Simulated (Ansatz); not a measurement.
Ansatz (an electronic-structure program) input file for C₂H₄N₂OSi, SMILES N#C/N=C/O[SiH3], B3LYP-D3(BJ)/def2-SVP. 

Ansatz 0.2 input:
```yaml
crystal:
  periodic: [false, false, false]
  atoms:
    - {symbol: N, position_ang: [-0.41870279, 3.31458185, -0.00000000]}
    - {symbol: C, position_ang: [-0.19667433, 2.18667202, 0.00000000]}
    - {symbol: N, position_ang: [-0.11564998, 0.88439335, -0.00000000]}
    - {symbol: C, position_ang: [0.93664064, 0.17610195, -0.00000000]}
    - {symbol: O, position_ang: [0.88553235, -1.12013238, 0.00000000]}
    - {symbol: Si, position_ang: [-0.52229700, -2.03001235, 0.00000000]}
    - {symbol: H, position_ang: [1.95745976, 0.57846837, 0.00000000]}
    - {symbol: H, position_ang: [-1.27040991, -1.71377869, -1.21015705]}
    - {symbol: H, position_ang: [-1.27040992, -1.71377869, 1.21015704]}
    - {symbol: H, position_ang: [0.11193077, -3.33914931, 0.00000000]}
basis:
  gaussian:
    orbitals: def2-SVP
hamiltonian:
  xc: b3lyp
  dispersion: d3bj
relax: {f_tol: 0.002, max_steps: 200}
```

It prints:

```
WARN ansatz: RAYON_NUM_THREADS=1 ignored (pool sized by the plan → 1); use --threads N
Functional definition: B3LYP
integrals: 0.06 GiB planned
1179 factors; integrals over basis functions are off by at most 4.6e-4 eV
mean field: 0.46 GiB planned
mean field evaluation 1: about -15028.7719 eV, gradient 5.9e1 eV
mean field evaluation 2: about -15016.4676 eV, gradient 9.2e1 eV
mean field evaluation 4: about -15035.7013 eV, gradient 6.8e0 eV
mean field evaluation 8: about -15035.8405 eV, gradient 4.6e-1 eV
mean field evaluation 16: about -15035.8410 eV, gradient 4.7e-5 eV
mean field -15035.84096927 eV, -552.5569639617 hartree, gradient 4.7e-5 eV, S^2 0.000000; 0 other end points of the search recorded, 0 dependent functions left out
the calculation of the forces begins
reference -15035.84123058 eV, -552.5569735645 hartree; 26, 26 occupied and 82, 82 virtual orbitals, 1179 factors
relax step   1: F+E_penalty+E_count = -15036.22351384 eV  Δ(F+E_penalty+E_count) = +0.000e0 eV  max|allowed force component| = 2.088e0 eV/Å  Δτ_max = 0.0000 Å  (29 SCF iters, accepted)
these checks for a lower state are left out or cut short: starts, cluster_reference, orbital_swaps, neighbouring_geometries, increment
integrals: 0.06 GiB planned
1179 factors; integrals over basis functions are off by at most 5.6e-4 eV
mean field: 0.46 GiB planned
mean field -15035.97603636 eV, -552.5619275855 hartree, gradient 1.4e-5 eV, S^2 0.000000; 0 other end points of the search recorded, 0 dependent functions left out
the calculation of the forces begins
reference -15035.97630096 eV, -552.5619373096 hartree; 26, 26 occupied and 82, 82 virtual orbitals, 1179 factors
relax step   2: F+E_penalty+E_count = -15036.35387977 eV  Δ(F+E_penalty+E_count) = -1.304e-1 eV  max|allowed force component| = 6.211e-1 eV/Å  Δτ_max = 0.1106 Å  (34 SCF iters, accepted)
these checks for a lower state are left out or cut short: starts, cluster_reference, orbital_swaps, neighbouring_geometries, increment
integrals: 0.06 GiB planned
1179 factors; integrals over basis functions are off by at most 5.8e-4 eV
mean field: 0.46 GiB planned
mean field evaluation 32: about -15035.9955 eV, gradient 1.5e-5 eV
mean field -15035.99547888 eV, -552.5626420851 hartree, gradient 1.5e-5 eV, S^2 0.000000; 0 other end points of the search recorded, 0 dependent functions left out
the calculation of the forces begins
reference -15035.99574412 eV, -552.5626518324 hartree; 26, 26 occupied and 82, 82 virtual orbitals, 1179 factors
relax step   3: F+E_penalty+E_count = -15036.37283028 eV  Δ(F+E_penalty+E_count) = -1.895e-2 eV  max|allowed force component| = 3.097e-1 eV/Å  Δτ_max = 0.0227 Å  (35 SCF iters, accepted)
these checks for a lower state are left out or cut short: starts, cluster_reference, orbital_swaps, neighbouring_geometries, increment
integrals: 0.06 GiB planned
1179 factors; integrals over basis functions are off by at most 5.8e-4 eV
mean field: 0.46 GiB planned
mean field -15036.00450533 eV, -552.5629738011 hartree, gradient 1.5e-5 eV, S^2 0.000000; 0 other end points of the search recorded, 0 dependent functions left out
the calculation of the forces begins
reference -15036.00477050 eV, -552.5629835458 hartree; 26, 26 occupied and 82, 82 virtual orbitals, 1179 factors
relax step   4: F+E_penalty+E_count = -15036.38314354 eV  Δ(F+E_penalty+E_count) = -1.031e-2 eV  max|allowed force component| = 1.329e-1 eV/Å  Δτ_max = 0.0289 Å  (34 SCF iters, accepted)
these checks for a lower state are left out or cut short: starts, cluster_reference, orbital_swaps, neighbouring_geometries, increment
integrals: 0.06 GiB planned
1179 factors; integrals over basis functions are off by at most 5.8e-4 eV
mean field: 0.46 GiB planned
mean field -15036.00627533 eV, -552.5630388471 hartree, gradient 1.5e-5 eV, S^2 0.000000; 0 other end points of the search recorded, 0 dependent functions left out
the calculation of the forces begins
reference -15036.00654018 eV, -552.5630485802 hartree; 26, 26 occupied and 82, 82 virtual orbitals, 1179 factors
relax step   5: F+E_penalty+E_count = -15036.38667852 eV  Δ(F+E_penalty+E_count) = -3.535e-3 eV  max|allowed force component| = 6.812e-2 eV/Å  Δτ_max = 0.0251 Å  (34 SCF iters, accepted)
these checks for a lower state are left out or cut short: starts, cluster_reference, orbital_swaps, neighbouring_geometries, increment
integrals: 0.06 GiB planned
1179 factors; integrals over basis functions are off by at most 5.7e-4 eV
mean field: 0.46 GiB planned
mean field -15036.00617986 eV, -552.5630353387 hartree, gradient 1.5e-5 eV, S^2 0.000000; 0 other end points of the search recorded, 0 dependent functions left out
the calculation of the forces begins
reference -15036.00644456 eV, -552.5630450662 hartree; 26, 26 occupied and 82, 82 virtual orbitals, 1179 factors
relax step   6: F+E_penalty+E_count = -15036.38732943 eV  Δ(F+E_penalty+E_count) = -6.509e-4 eV  max|allowed force component| = 4.565e-2 eV/Å  Δτ_max = 0.0099 Å  (35 SCF iters, accepted)
these checks for a lower state are left out or cut short: starts, cluster_reference, orbital_swaps, neighbouring_geometries, increment
integrals: 0.06 GiB planned
1179 factors; integrals over basis functions are off by at most 5.7e-4 eV
mean field: 0.46 GiB planned
mean field evaluation 64: about -15036.0062 eV, gradient 2.0e-5 eV
mean field -15036.00623430 eV, -552.5630373395 hartree, gradient 2.0e-5 eV, S^2 0.000000; 0 other end points of the search recorded, 0 dependent functions left out
the calculation of the forces begins
reference -15036.00649905 eV, -552.5630470688 hartree; 26, 26 occupied and 82, 82 virtual orbitals, 1179 factors
relax step   7: F+E_penalty+E_count = -15036.38744166 eV  Δ(F+E_penalty+E_count) = -1.122e-4 eV  max|allowed force component| = 2.384e-2 eV/Å  Δτ_max = 0.0042 Å  (27 SCF iters, accepted)
these checks for a lower state are left out or cut short: starts, cluster_reference, orbital_swaps, neighbouring_geometries, increment
integrals: 0.06 GiB planned
1179 factors; integrals over basis functions are off by at most 5.7e-4 eV
mean field: 0.46 GiB planned
mean field -15036.00641232 eV, -552.5630438817 hartree, gradient 1.6e-5 eV, S^2 0.000000; 0 other end points of the search recorded, 0 dependent functions left out
the calculation of the forces begins
reference -15036.00667715 eV, -552.5630536137 hartree; 26, 26 occupied and 82, 82 virtual orbitals, 1179 factors
relax step   8: F+E_penalty+E_count = -15036.38747121 eV  Δ(F+E_penalty+E_count) = -2.954e-5 eV  max|allowed force component| = 1.368e-2 eV/Å  Δτ_max = 0.0051 Å  (27 SCF iters, accepted)
these checks for a lower state are left out or cut short: starts, cluster_reference, orbital_swaps, neighbouring_geometries, increment
integrals: 0.06 GiB planned
1179 factors; integrals over basis functions are off by at most 5.7e-4 eV
mean field: 0.46 GiB planned
mean field -15036.00641667 eV, -552.5630440414 hartree, gradient 3.2e-5 eV, S^2 0.000000; 0 other end points of the search recorded, 0 dependent functions left out
the calculation of the forces begins
reference -15036.00668153 eV, -552.5630537747 hartree; 26, 26 occupied and 82, 82 virtual orbitals, 1179 factors
relax step   9: F+E_penalty+E_count = -15036.38747363 eV  Δ(F+E_penalty+E_count) = -2.422e-6 eV  max|allowed force component| = 5.804e-3 eV/Å  Δτ_max = 0.0006 Å  (23 SCF iters, accepted)
these checks for a lower state are left out or cut short: starts, cluster_reference, orbital_swaps, neighbouring_geometries, increment
integrals: 0.06 GiB planned
1179 factors; integrals over basis functions are off by at most 5.7e-4 eV
mean field: 0.46 GiB planned
mean field -15036.00641322 eV, -552.5630439148 hartree, gradient 2.6e-5 eV, S^2 0.000000; 0 other end points of the search recorded, 0 dependent functions left out
the calculation of the forces begins
reference -15036.00667807 eV, -552.5630536476 hartree; 26, 26 occupied and 82, 82 virtual orbitals, 1179 factors
relax step  10: F+E_penalty+E_count = -15036.38747498 eV  Δ(F+E_penalty+E_count) = -1.345e-6 eV  max|allowed force component| = 1.152e-3 eV/Å  Δτ_max = 0.0003 Å  (22 SCF iters, accepted)
integrals: 0.06 GiB planned
1179 factors; integrals over basis functions are off by at most 5.7e-4 eV
mean field: 0.46 GiB planned
mean field evaluation 96: about -15036.0064 eV, gradient 3.2e-3 eV
mean field -15036.00641322 eV, -552.5630439148 hartree, gradient 2.6e-5 eV, S^2 0.000000; 1 other end points of the search recorded, 0 dependent functions left out
the calculation of the forces begins
reference -15036.00667807 eV, -552.5630536476 hartree; 26, 26 occupied and 82, 82 virtual orbitals, 1179 factors
Total energy: -15036.38773982 eV, -552.5770574086 hartree
Atom 0 at    -0.342578     3.343518     0.000000 Å, force    -0.000089     0.001083     0.000000 eV/Å
Atom 1 at    -0.213777     2.185686     0.000000 Å, force     0.000067    -0.001152     0.000000 eV/Å
Atom 2 at    -0.172643     0.854277    -0.000000 Å, force    -0.000099     0.000129    -0.000000 eV/Å
Atom 3 at     0.938006     0.211870    -0.000000 Å, force    -0.000139     0.000056    -0.000000 eV/Å
Atom 4 at     0.962710    -1.101269    -0.000000 Å, force     0.000098     0.000032     0.000000 eV/Å
Atom 5 at    -0.497575    -2.037841    -0.000000 Å, force    -0.000218     0.000257    -0.000000 eV/Å
Atom 6 at     1.935643     0.679690     0.000000 Å, force     0.000074    -0.000159    -0.000000 eV/Å
Atom 7 at    -1.265858    -1.743230    -1.232701 Å, force     0.000231    -0.000141    -0.000196 eV/Å
Atom 8 at    -1.265858    -1.743230     1.232701 Å, force     0.000231    -0.000141     0.000196 eV/Å
Atom 9 at     0.019349    -3.426104     0.000000 Å, force    -0.000158     0.000037     0.000000 eV/Å
Dipole moment:     0.243730    -0.966529     0.000000 e Å
```

The calculation finished and met its thresholds.
